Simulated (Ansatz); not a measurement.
One geometry of the cluster Te2Pd, several levels of theory.

```yaml
crystal:
  periodic: [false, false, false]
  atoms:
    - {symbol: Pd, position_ang: [-0.454228, -1.096935, 0.110467]}
    - {symbol: Te, position_ang: [-1.331688, 1.189526, -0.099322]}
    - {symbol: Te, position_ang: [1.785916, -0.092590, -0.011155]}
basis:
  gaussian: {orbitals: def2-TZVPD, initial_orbitals: start.molden}
hamiltonian: {xc: pbe0, dispersion: d4}
scf: {omitted_lower_state_checks: [starts]}
output: {orbitals: {seedname: orbitals}}
```

The file start.molden holds the orbitals of an earlier run on this structure, at another level or in another basis.

```sh
$ ansatz run in.yaml --threads 4 --pin off --events-out ev --progress --plain --max-ram 3916MiB
```

It prints (some lines left out):

```
Functional definition: PBE0
1359 factors; their error is unknown
mean field evaluation 1: about -18067.4503 eV, gradient 2.3e1 eV
mean field evaluation 2: about -18067.8629 eV, gradient 5.7e-1 eV
mean field evaluation 4: about -18068.2344 eV, gradient 6.4e-1 eV
mean field evaluation 8: about -18068.2346 eV, gradient 2.4e-5 eV
mean field -18068.23464193 eV, -663.9953760018 hartree, gradient 3.7e-6 eV, S^2 0.000000; 0 other end points of the search recorded, 0 dependent functions left out
reference -18068.23467516 eV, -663.9953772229 hartree; 33, 33 occupied and 125, 125 virtual orbitals, 1359 factors
Total energy: -18068.36785472 eV, -664.0002714812 hartree
Checks for a lower state left out: starts
```

Run time 2.9 s (4 threads of AMD EPYC 7B13 on a shared host).

First input, but with `hamiltonian: {xc: pbe, dispersion: d4}` (abridged; 1.7 s):

```
Functional definition: PBE
mean field evaluation 16: about -18068.9375 eV, gradient 6.0e-5 eV
mean field -18068.93745667 eV, -664.0212039669 hartree, gradient 6.2e-6 eV, S^2 0.000000
Total energy: -18069.09376215 eV, -664.0269480873 hartree
Checks for a lower state left out: starts
```

First input, but with `hamiltonian: {xc: r2scan, dispersion: d4}` (abridged; 2.5 s):

```
Functional definition: r2SCAN
mean field -18075.26361563 eV, -664.2536860206 hartree, gradient 1.6e-5 eV, S^2 0.000000
Total energy: -18075.29027873 eV, -664.2546658715 hartree
Checks for a lower state left out: starts
```

Geometry: PBE-D4/def2-TZVPD, that of the charge -1 doublet.

In the def2 sets Pd, Te take a core potential; there is no spin–orbit coupling. A triplet lies near this restricted singlet, and broken spin symmetry wasn't tried. At PBE-D4/def2-TZVPD, r2SCAN-D4/def2-TZVPD an occupied level of the charge 0 singlet lies above an empty one (by up to 0.06 eV), so this SCF solution is probably not the lowest. At PBE0-D4/def2-TZVPD a triplet of charge 0 lies 0.42 eV below the restricted singlet at the same geometry. Another isomer (doublet) lies 0.17 eV lower at PBE0-D4/def2-TZVPD.
